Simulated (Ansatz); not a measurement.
C4H7FSi, SMILES `C=C1CC1(F)[SiH3]` at its PBE0-D4/def2-TZVP geometry, where that method's forces vanish. Charge 0, multiplicity 1.

```json
{"atom": "C1", "x (Å)": "0.9579", "y (Å)": "1.9200", "z (Å)": "0.3765"}
{"atom": "C2", "x (Å)": "0.7206", "y (Å)": "0.7052", "z (Å)": "-0.0669"}
{"atom": "C3", "x (Å)": "1.2116", "y (Å)": "-0.6140", "z (Å)": "-0.4501"}
{"atom": "C4", "x (Å)": "-0.2542", "y (Å)": "-0.2245", "z (Å)": "-0.6239"}
{"atom": "F5", "x (Å)": "-0.6638", "y (Å)": "0.0059", "z (Å)": "-1.9234"}
{"atom": "Si6", "x (Å)": "-1.5853", "y (Å)": "-1.0063", "z (Å)": "0.4441"}
{"atom": "H7", "x (Å)": "0.1682", "y (Å)": "2.6620", "z (Å)": "0.4224"}
{"atom": "H8", "x (Å)": "1.9495", "y (Å)": "2.2203", "z (Å)": "0.6978"}
{"atom": "H9", "x (Å)": "1.4657", "y (Å)": "-1.3594", "z (Å)": "0.2983"}
{"atom": "H10", "x (Å)": "1.7918", "y (Å)": "-0.6722", "z (Å)": "-1.3671"}
{"atom": "H11", "x (Å)": "-2.0540", "y (Å)": "-2.2707", "z (Å)": "-0.1785"}
{"atom": "H12", "x (Å)": "-0.9764", "y (Å)": "-1.2901", "z (Å)": "1.7686"}
{"atom": "H13", "x (Å)": "-2.7316", "y (Å)": "-0.0761", "z (Å)": "0.6019"}
```

(1) For each bond, give half the difference of the two atoms' forces along it (eV/Å; positive pushes the atoms apart) under PBE-D4, r2SCAN-D4, B3LYP-D4, ωB97M-V in def2-TZVPP. (Best estimate.)

## Answers

(1) Computed: 
```csv
bond,length (Å),PBE-D4,r2SCAN-D4,B3LYP-D4,ωB97M-V
C1–C2,1.315,0.28,0.15,0.00,-0.14
C1–H7,1.085,0.02,-0.06,-0.06,-0.06
C1–H8,1.085,0.02,-0.06,-0.06,-0.06
C2–C3,1.459,0.01,0.04,0.18,0.33
C2–C4,1.458,-0.08,-0.07,0.00,0.19
C3–C4,1.527,0.13,0.11,0.14,0.21
C3–H9,1.086,0.04,-0.05,-0.11,-0.16
C3–H10,1.087,0.07,-0.06,-0.13,-0.16
C4–F5,1.382,0.53,0.39,0.41,0.23
C4–Si6,1.877,-0.14,-0.13,-0.06,-0.10
Si6–H11,1.485,0.07,-0.02,-0.08,-0.12
Si6–H12,1.485,0.07,-0.02,-0.06,-0.10
Si6–H13,1.485,0.07,-0.02,-0.08,-0.11
```

B3LYP here is the variant with VWN-RPA as its local correlation; programs differ in this.
